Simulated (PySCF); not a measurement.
## Dipole response of Zr (zirconium, neutral)

[Kr] 4d2 5s2, high-spin 3F determinant. All numbers are calculated (PySCF 2.14, the non-relativistic Hamiltonian (point nucleus), in dyall-av2z). Coupled (time-dependent) response in atomic units; α is the mean over directions. A double-zeta set is small for polarisabilities.

| method | mean α (bohr³) | C₆ (like pair) | S(−4) |
| --- | --- | --- | --- |
| revPBE | 136.5 | 1924 | 9690 |

S(−4) is the Cauchy moment in α(ω) = α(0) + S(−4) ω² + …

Reference α: 112 ± 13 bohr³ (recommended; Schwerdtfeger and Nagle, table of static dipole polarizabilities (2023 update)). Published C₆: 1360 (Gould and Bucko (2016)).

Spin-orbit coupling is absent.

α(iu) at revPBE:

```tsv
u (hartree)	α(iu) (bohr³)
0	136.5
0.0500	117.1
0.100	85.26
0.200	44.64
0.300	27.28
0.500	14.14
0.750	8.342
1.00	5.702
1.50	3.246
2.00	2.107
3.00	1.088
5.00	0.4447
```

A non-relativistic calculation at this Z misses sizeable relativistic shifts.
